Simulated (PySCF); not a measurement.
PySCF 2.14 output of an unrestricted PBE calculation on a single atom or ion in aug-cc-pwCVTZ-PP with ECP10MDF (8s7p6d4f1g, 96 functions), with scalar relativity through the core potential:

```
SCF conv_tol = 1e-09
number electrons alpha = 11  beta = 9
    J. P. Perdew, K. Burke, and M. Ernzerhof.,  Phys. Rev. Lett. 77, 3865 (1996)
    J. P. Perdew, K. Burke, and M. Ernzerhof.,  Phys. Rev. Lett. 78, 1396 (1997)
    J. P. Perdew, K. Burke, and M. Ernzerhof.,  Phys. Rev. Lett. 77, 3865 (1996)
    J. P. Perdew, K. Burke, and M. Ernzerhof.,  Phys. Rev. Lett. 78, 1396 (1997)
cycle= 1 E= -258.751062818703  delta_E= -0.0234  |g|= 0.114  |ddm|= 1.01
cycle= 2 E= -258.748072117857  delta_E= 0.00299  |g|= 0.216  |ddm|= 0.354
cycle= 3 E= -258.752921509003  delta_E= -0.00485  |g|= 0.0169  |ddm|= 0.124
cycle= 4 E= -258.752959031647  delta_E= -3.75e-05  |g|= 0.000363  |ddm|= 0.0204
cycle= 5 E= -258.75295906189  delta_E= -3.02e-08  |g|= 2.84e-05  |ddm|= 0.00173
cycle= 6 E= -258.752959062204  delta_E= -3.13e-10  |g|= 6.6e-07  |ddm|= 0.000111
converged SCF energy = -258.752959062204  <S^2> = 2.0004976  2S+1 = 3.0003317
```

The run itself started from symmetry-adapted Hartree-Fock orbitals and held the occupation by maximum overlap, on a logarithmic radial grid, so the iterations belong to that start.

Question: Which element, charge and spin multiplicity is this?

Answer: Ga⁺ (gallium, charge +1), multiplicity 3; the state was [Ar] 3d10 4s1 4d1, high-spin 3D determinant (an excited configuration).

Energies and moments cover only the electrons outside the core potential. The outer electron is Rydberg-like, and this basis confines it to a smaller radius and binds it less than a complete one would.
